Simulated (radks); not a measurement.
The numbers below are computed, except where a source is named.
Question: The mean radii <r> (bohr) of the occupied orbitals of an atom or ion are listed with their occupations. Level of theory: Dirac Kohn-Sham, PBE, spin-unpolarised, spherical densities, finite nucleus; Fermi nuclear charge, rms radius of each element as measured or else 0.836 A^(1/3) + 0.57 fm (a radial shooting solver on a logarithmic mesh with Libxc functionals).

orbital  occ.     <r>
1s1/2       2  0.1760
2p1/2       2  0.8394
2p3/2       2  0.8405

Name the element and its charge. Open shells, if any, fill j = l - 1/2 first.

Answer: Z = 9, fluorine, charge +3: F3+ in [He] 2p4. The 1s radius gives Z: for a bare nucleus <r> = (2 gamma + 1)/(2Z) with gamma = sqrt(1 - (Z/c)^2), 0.1664 bohr for Z = 9, and screening makes it slightly larger (0.1760 here). The occupations add up to 6, and the charge is Z minus that.
